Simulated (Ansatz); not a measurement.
`C[CH2][Ge][OH]` + HCl → `[OH][Ge][Cl]` + ethane at 400 K and 1 bar (ligand exchange at a Ge–C bond).

Isolated molecules relaxed with PBE0-D4/def2-TZVP in Ansatz; ΔE leaves out vibrations. CBS: MP2 limit from def2 TZ/QZ plus the TZ coupled-cluster correction, frozen cores. This one scheme is used for every species. For Ge outer-core shells are correlated without core-valence functions, which leaves a few kJ/mol of doubt a bond. Scalar relativity is left out up to krypton. One conformer a species, not always the lowest.

```tsv
species	CCSD(T)/CBS energy (Eh)	H − E (kJ/mol)	S (J/(mol·K))
`C[CH2][Ge][OH]`	-2231.01233	233.9	358.2
HCl	-460.38127	29.6	195.4
`[OH][Ge][Cl]`	-2611.73425	58.2	310.7
`CC`	-79.71954	213.5	244.3
```

H − E and S are ideal-gas, rigid-rotor, harmonic terms from PBE0-D4/def2-TZVP, for one conformer and one mirror image of each species. 1 Eh = 2625.50 kJ/mol, R = 8.31446 J/(mol·K).

By hand: ΔE, ΔH, ΔS and ΔG.

ΔE = (-2611.73425) + (-79.71954) − (-2231.01233) − (-460.38127) = -0.06019 Eh = -158.0 kJ/mol. Δ(H − E) = 58.2 + 213.5 − 233.9 − 29.6 = 8.2, so ΔH = -149.8 kJ/mol. ΔS = 310.7 + 244.3 − 358.2 − 195.4 = 1.4 J/(mol·K). ΔG = -149.8 − 400 × (1.4)/1000 = -150.4 kJ/mol.

By hand: the equilibrium constant, and the temperature at which ΔG would vanish if ΔH and ΔS stayed fixed.

log₁₀ K = −ΔG/(RT ln 10) = 19.6. ΔH and −TΔS have one sign here, so there is no such temperature.

The number of gas molecules stays the same, so ΔS is small and ΔH decides. A doubt of 5 kJ/mol in ΔE shifts log₁₀ K by 0.7 here. Other conformers and mirror images would add mixing entropy, several J/(mol·K) or more a flexible species. These are equilibria of isolated gas molecules and say nothing of rates. Largest T1 diagnostic: 0.014 (customary marks: 0.02 for closed shells, 0.045 for open ones).

ΔS is within the doubt of such terms, so its sign, and with it that verdict, could turn.
